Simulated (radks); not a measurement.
Cd3+, configuration [Kr] 4d8 4f1 (not the ground configuration). Calculated with a radial shooting solver on a logarithmic mesh with Libxc functionals: scalar-relativistic Kohn-Sham, r2SCAN, spin-unpolarised, spherical densities, finite nucleus; meta-GGA in the generalised Kohn-Sham scheme; Fermi nuclear charge, rms radius 4.6087 fm.

Radial electron density D(r) = 4 pi r^2 rho(r):

r (bohr)  D(r) (e/bohr)
0.00545           21.03
0.006294          25.40
0.007327          30.58
0.00853           36.24
0.009851          41.84
0.01147           47.71
0.01335           53.11
0.01542           57.34
0.01795           60.40
0.0209            61.64
0.02413           61.05
0.0281            58.88
0.03271           55.95
0.03777           53.65
0.04397           53.14
0.05119           55.67
0.05912           60.99
0.06883           68.47
0.08013           75.27
0.09254           78.29
0.1077            75.98
0.1254            68.57
0.146             59.45
0.1686            53.59
0.1963            53.36
0.2285            58.26
0.2639            62.87
0.3072            61.93
0.3577            52.72
0.4131            39.24
0.4809            26.05
0.5598            18.82
0.6465            17.81
0.7527            19.51
0.8762            19.91
1.012             17.57
1.178             13.10
1.371             8.360
1.584             4.796
1.844             2.371
2.147             1.090
2.479            0.5487
2.886            0.3435
3.36             0.2859
3.911            0.2545
4.517            0.2077
5.259            0.1399
6.122           0.07432
7.07            0.03141
8.231          0.009194
9.582          0.001853
11.07         0.0002753

D(r) has 4 maxima, at r = 0.0214, 0.0940, 0.281, 0.835 bohr, and minima at 0.0419, 0.183, 0.621 bohr, inside which lie 2.00, 11.15, 29.01 electrons.
